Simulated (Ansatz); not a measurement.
Consider the ligand exchange at the Al–C bond: `C[C](=N)[AlH2]` + `N[SiH2]F` → `F[SiH2][NH][AlH2]` + `CC=N`.

Gas-phase electronic energies from Ansatz, PBE0-D4/def2-TZVP geometries. CCSD(T)/CBS is the MP2 limit (def2-TZVPP, def2-QZVPP) plus CCSD(T) − MP2 in def2-TZVPP, frozen cores. DFT in def2-TZVPP. B3LYP here is the variant with VWN-RPA as its local correlation; programs differ in this. One conformer a species, not always the lowest.

| level | ΔE (kJ/mol) | difference from CCSD(T)/CBS |
| --- | --- | --- |
| r2SCAN-D4 | -119.3 | -0.9 |
| B3LYP-D4 | -117.0 | 1.4 |
| B2PLYP | -119.5 | -1.1 |
| PBE-QIDH | -119.0 | -0.6 |
| revPBE | -108.7 | 9.7 |
| r2SCANh | -120.0 | -1.6 |
| MP2/def2-SVP | -126.3 | -7.9 |
| MP2/def2-TZVPP | -121.5 | -3.1 |
| MP2/def2-QZVPP | -120.5 | -2.1 |
| HF/CBS(def2) | -128.8 | -10.4 |
| CCSD(T)/CBS | -118.4 | 0 |

Largest T1 diagnostic among the species: 0.012.

At CCSD(T), def2-SVP lies −7.1 kJ/mol from the extrapolated value and def2-TZVPP −2.1 kJ/mol. From BLYP to BHLYP (50 % exact exchange), in def2-TZVPP and without D4, ΔE moves by −8.9 kJ/mol. In def2-TZVPP, CCSD(T) changes the Hartree–Fock value by +7.7 kJ/mol (the triples alone add +1.8 kJ/mol) and MP2 by +6.7 kJ/mol.
